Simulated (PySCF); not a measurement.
# Radial density of Xe (xenon, neutral)

UHF, [Xe], closed-shell 1S. All numbers are calculated (PySCF 2.14, scalar relativity through the core potential, in cc-pVDZ-PP with ECP28MDF (4s3p2d, 23 functions)). This is the valence pseudo-density: the core potential removes the inner electrons and smooths the orbitals near the nucleus.

```tsv
r (bohr)	4πr²ρ (e/bohr)
0.00125	1.346e-05
0.00210	3.788e-05
0.00353	0.0001056
0.00594	0.0002867
0.00998	0.0007248
0.0168	0.001544
0.0282	0.002453
0.0475	0.003286
0.0799	0.005907
0.134	0.04224
0.226	0.4901
0.380	6.697
0.640	28.63
1.08	13.03
1.81	5.282
3.04	1.643
5.12	0.07870
```

Energies and moments cover only the electrons outside the core potential.
